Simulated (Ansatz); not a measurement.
C2H7BO, SMILES `CBCO`. Charge 0, multiplicity 1.

Cartesian coordinates in Å:
```
C 0.3810 1.4687 -0.5284
B 0.3264 -0.0779 -0.3704
C -0.5676 -0.7674 0.6961
O -0.5595 -2.1793 0.7782
H 0.1155 1.7463 -1.5557
H -0.2561 2.0289 0.1594
H 1.4147 1.8149 -0.4065
H 1.0003 -0.7665 -1.0980
H -1.6024 -0.4165 0.5359
H -0.2979 -0.3423 1.6790
H 0.0455 -2.5088 0.1105
```

Q: Give the diagnostics of a CCSD(T)/def2-TZVPP run (frozen core, Ansatz 0.2.0). (An estimate is asked.)

A: Ansatz gave: T1 = 0.0102, largest single amplitude 0.014, largest double 0.016, (T) share of the correlation energy 3.5 %, 10 CCSD cycles. The RHF solution is stable towards an unrestricted one. T1 lies under the customary mark of 0.02 for closed shells.
